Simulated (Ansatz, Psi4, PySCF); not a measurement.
Pair of molecules: C2H6 (SMILES CC) (first 8 atoms) with CH4S (SMILES CS); geometry from B3LYP-D3(BJ)/def2-TZVP, rigid monomers moved along the line of their centres of mass till C1···H11 is 4.06 Å.
(charge 0, multiplicity 1):
```json
[
 {"atom": "C", "x (Å)": "-0.5266", "y (Å)": "0.5589", "z (Å)": "0.2331"},
 {"atom": "C", "x (Å)": "0.5468", "y (Å)": "-0.5232", "z (Å)": "0.1628"},
 {"atom": "H", "x (Å)": "-1.2774", "y (Å)": "0.4207", "z (Å)": "-0.5472"},
 {"atom": "H", "x (Å)": "-0.0961", "y (Å)": "1.5538", "z (Å)": "0.1007"},
 {"atom": "H", "x (Å)": "-1.0430", "y (Å)": "0.5407", "z (Å)": "1.1945"},
 {"atom": "H", "x (Å)": "0.1166", "y (Å)": "-1.5170", "z (Å)": "0.3042"},
 {"atom": "H", "x (Å)": "1.3096", "y (Å)": "-0.3802", "z (Å)": "0.9314"},
 {"atom": "H", "x (Å)": "1.0549", "y (Å)": "-0.5203", "z (Å)": "-0.8034"},
 {"atom": "C", "x (Å)": "0.8592", "y (Å)": "0.8426", "z (Å)": "4.9918"},
 {"atom": "S", "x (Å)": "-0.2975", "y (Å)": "-0.5467", "z (Å)": "5.2179"},
 {"atom": "H", "x (Å)": "0.7312", "y (Å)": "1.3075", "z (Å)": "4.0168"},
 {"atom": "H", "x (Å)": "0.6137", "y (Å)": "1.5702", "z (Å)": "5.7635"},
 {"atom": "H", "x (Å)": "1.8904", "y (Å)": "0.5234", "z (Å)": "5.1265"},
 {"atom": "H", "x (Å)": "0.1694", "y (Å)": "-1.3130", "z (Å)": "4.2195"}
]
```

Interaction energies are E(AB) − E(A) − E(B) at the monomers' geometry in the complex; basis-set methods are counterpoise corrected. Rows marked so take none.

Cores are frozen in the correlated methods. Rows in 6-311+G**, 6-31G* carry no dispersion term and start afresh at each structure (6-31G* with six Cartesian d functions). MP2/6-31G* freezes PySCF's default core.

Programs: Ansatz (Gaussian orbitals); Psi4 for SAPT; PySCF for 6-311+G** rows, 6-31G* rows, the dispersion terms. 

```csv
level,interaction energy (kcal/mol)
HF/6-31G*,-0.02
HF/6-31G* (no counterpoise),-0.10
B3LYP/6-311+G** (no counterpoise),-0.03
PBE0-D3(BJ)/def2-TZVPPD,-0.75
PBE0-D4/def2-TZVPPD,?
wB97X-V/def2-TZVPPD,-0.59
MP2/6-31G* (no counterpoise),-0.44
CCSD(T)/aug-cc-pV(D+d)Z,-0.57
SAPT0/jun-cc-pV(D+d)Z,-0.42
```

Question: What belongs in the gaps?

Answer: 
- PBE0-D4/def2-TZVPPD, interaction energy (kcal/mol): -0.70

Ansatz is an electronic-structure program.
